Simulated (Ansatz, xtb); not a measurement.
# CHBClSn+: where a starting geometry ends

The starting geometry of this gas-phase singlet was built from a drawn formula by distance geometry; its bonds are those of `[CH]#[Sn][B+]Cl`.

```xyz
5

C    -1.8691   -2.3791   -0.2011
B     0.4256    0.7244    0.1116
Cl    1.6563    2.1839    0.6684
Sn   -0.7846   -0.9107   -0.0664
H    -2.5090   -3.1952   -0.3058
```

Task: Predict what becomes of its bonds when it is optimised with r2SCAN-D4/def2-SVP.

Result: It rearranges, giving a structure given below by its coordinates. Distances that change by over a tenth: C1–Sn4 (1.83 → 2.07 Å), B2–Cl3 (1.99 → 1.66 Å). Contacts that open: B2–Sn4 (2.04 → 3.13 Å). Contacts that close: C1–B2 (3.87 → 1.41 Å).

The energy falls by 6.83 eV over 28 steps:

| step | E − E(last) (eV) |
| --- | --- |
| 1 | 6.834 |
| 4 | 5.439 |
| 7 | 5.152 |
| 10 | 4.873 |
| 13 | 4.674 |
| 16 | 4.127 |
| 19 | 1.679 |
| 22 | 0.068 |
| 25 | 0.002 |
| 28 | 0.000 |

Final geometry (Å):

```xyz
5

C    -0.9609   -1.1550    0.0423
B    -0.0973   -0.1153   -0.3637
Cl    0.9253    1.1319   -0.7355
Sn   -1.5490   -1.6065    1.9761
H    -1.3989   -1.8317   -0.7123
```

From the same start GFN2-xTB ends elsewhere, in pieces: CHSn + BCl.

No frequencies were run, so the end isn't proven a minimum. Atoms past krypton carry core potentials, without spin–orbit terms. Run with Ansatz 0.2.0, 95 s on 1 thread of Arm Neoverse V2 (shared host).
